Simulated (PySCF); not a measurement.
# Ti: excitation energy

Ti [Ar] 3d2 4s2 (3F) → Ti [Ar] 3d4 (5D), as a difference of total energies. Calculation: PySCF 2.14, in def2-QZVPPD; no relativity, point nucleus. Correlated levels: valence: [Ar] frozen; valence and next inner shell: [Ne] frozen. The calculations carry no spin-orbit coupling.

```
                                method  excitation energy (cm⁻¹)
                                   UHF                     35196
                                   LDA                     15530
                                   PBE                     16746
                                  PBE0                     20821
                                r2SCAN                     18922
                             BHandHLYP                     28788
                             CAM-B3LYP                     23992
                               wB97M-V                     23791
                         MP2 (valence)                     30683
                     SCS-MP2 (valence)                     39475
    MP2 (valence and next inner shell)                     24436
SCS-MP2 (valence and next inner shell)                     33611
```

A first-order spin-orbit estimate (lowest level to lowest level, LS coupling) adds 0.015 eV.
